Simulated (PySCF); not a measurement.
## transoidal 1-Iodononafluorobutane (FC(F)(F)C(F)(F)C(F)(F)C(F)(F)I, C$_{4}$F$_{9}$I): coupling constants with relativity

Geometry:
```tsv
atom	x (Å)	y (Å)	z (Å)
F1	-1.691	-0.508	1.405
C2	-1.591	0.502	0.555
F3	-2.804	0.868	0.175
F4	-1.009	1.528	1.158
C5	-0.785	0.091	-0.701
F6	-1.558	-0.732	-1.418
F7	-0.550	1.196	-1.412
C8	0.562	-0.663	-0.490
F9	1.077	-0.820	-1.713
F10	0.294	-1.860	0.036
C11	1.607	0.043	0.404
F12	1.163	0.062	1.657
F13	1.779	1.292	-0.013
I14	3.499	-1.015	0.348
```

Calculated values (PySCF integrals, density fitting): indirect couplings, PBE/pcJ-1 (dyall-v2z on I), isolated molecule, finite nuclei, structure from PBE0-D3(BJ)/def2-SVP.

Non-relativistic values:
| coupling | atoms | J (Hz) |
| --- | --- | --- |
| 1J(127I,13C) | I14 – C11 | -228.6 |
| 2J(127I,13C) | I14 – C8 | 12.8 |
| 2J(127I,19F) | I14 – F12/F13 | -11.0 |
| 3J(127I,13C) | I14 – C5 | -4.5 |
| 3J(127I,19F) | I14 – F9/F10 | -9.2 |
| 5J(127I,19F) | I14 – F1/F3/F4 | 1.1 |

What do two-component X2C with spin–orbit coupling give?

## Answers


```
    coupling           atoms  with spin–orbit (Hz)
1J(127I,13C)       I14 – C11                -235.2
2J(127I,13C)        I14 – C8                  13.2
2J(127I,19F)   I14 – F12/F13                 -63.6
3J(127I,13C)        I14 – C5                  -3.9
3J(127I,19F)    I14 – F9/F10                 -18.5
5J(127I,19F)  I14 – F1/F3/F4                   1.0
```

The largest listed coupling, 1J(127I,13C), ends at 1.03 times its non-relativistic value. Equivalent partners are averaged, as under fast rotation. In the static structure 3J(127I,19F) spreads over -23.2, -13.9 Hz. In the static structure 5J(127I,19F) spreads over -0.2, 0.6, 2.7 Hz. Couplings to strongly quadrupolar nuclei (127I) are seldom resolved in solution.
